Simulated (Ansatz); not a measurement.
C₃H₆BCl, SMILES `B/C=C/CCl`. Charge 0, multiplicity 1.

| atom | x (Å) | y (Å) | z (Å) |
| --- | --- | --- | --- |
| B1 | -0.751 | 0.338 | 2.006 |
| C2 | -0.672 | 0.327 | 0.476 |
| C3 | 0.371 | -0.242 | -0.148 |
| C4 | 0.520 | -0.345 | -1.620 |
| Cl5 | 2.069 | 0.387 | -2.138 |
| H6 | 0.152 | -0.137 | 2.634 |
| H7 | -1.689 | 0.803 | 2.585 |
| H8 | -1.453 | 0.763 | -0.145 |
| H9 | 1.177 | -0.676 | 0.440 |
| H10 | -0.280 | 0.170 | -2.149 |
| H11 | 0.556 | -1.388 | -1.940 |

Q: What are the harmonic wavenumbers in cm⁻¹ at PBE0-D4/def2-TZVP (Ansatz, finite differences of forces, unscaled)? (Estimate.)

A: Computed: 77, 142, 205, 283, 394, 452, 727, 812, 844, 934, 1018, 1037, 1057, 1102, 1175, 1238, 1268, 1327, 1329, 1468, 1678, 2579, 2660, 3086, 3135, 3152, 3170.

Q: Is this a minimum?

A: Yes, all 27 modes are real.

Q: Give the ideal-gas thermochemistry at 298.15 K and 1 bar (rigid rotor, harmonic oscillator; point group C1, symmetry number 1).

A: Zero-point energy 217.4 kJ/mol; H(298) − E = 236.5 kJ/mol; entropy 332.0 J/(mol·K), of which translation 164.7, rotation 111.2, vibration 56.0; G(298) − E = 137.5 kJ/mol. Modes under 100 cm⁻¹ are hindered rotations or soft bends, so the harmonic entropy is rough.

Q: And at 400, 500, 600, 800 and 1000 K?

A: 
```json
{"T (K)": "400", "H − E (kJ/mol)": "247.4", "S (J/mol/K)": "363.3", "G − E (kJ/mol)": "102.1"}
{"T (K)": "500", "H − E (kJ/mol)": "260.3", "S (J/mol/K)": "391.9", "G − E (kJ/mol)": "64.3"}
{"T (K)": "600", "H − E (kJ/mol)": "274.9", "S (J/mol/K)": "418.4", "G − E (kJ/mol)": "23.8"}
{"T (K)": "800", "H − E (kJ/mol)": "308.2", "S (J/mol/K)": "466.2", "G − E (kJ/mol)": "-64.8"}
{"T (K)": "1000", "H − E (kJ/mol)": "345.6", "S (J/mol/K)": "507.9", "G − E (kJ/mol)": "-162.3"}
```
